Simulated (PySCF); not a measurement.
C5H10O, SMILES CC(C)CC=O (GFN2-xTB optimised geometry):

```
16

C      1.264     0.057     1.300
C      0.684    -0.496     0.000
C      1.210     0.281    -1.204
C     -0.855    -0.496     0.000
C     -1.455     0.878     0.000
O     -2.296     1.264    -0.762
H      0.846    -0.459     2.162
H      2.343    -0.083     1.311
H      1.066     1.120     1.401
H      1.003    -1.540    -0.094
H      0.913     1.326    -1.144
H      2.296     0.234    -1.242
H      0.816    -0.132    -2.130
H     -1.228    -1.040    -0.870
H     -1.212    -1.001     0.902
H     -1.073     1.540     0.801
```

Computed with PBE0/def2-TZVP (PySCF 2.14.0).

**Question.** What are the frontier orbital energies and the dipole moment?

**Answer.** HOMO-2 -9.59 eV, HOMO-1 -9.52 eV, HOMO -7.25 eV, LUMO -0.66 eV, LUMO+1 1.06 eV; dipole moment 3.05 D.

Meta-Löwdin charges at PBE0/def2-TZVP: C1 -0.35, C2 -0.05, C3 -0.35, C4 -0.26, C5 0.29, O6 -0.39, H7 0.11, H8 0.12, H9 0.11, H10 0.11, H11 0.11, H12 0.12, H13 0.12, H14 0.12, H15 0.13, H16 0.07.
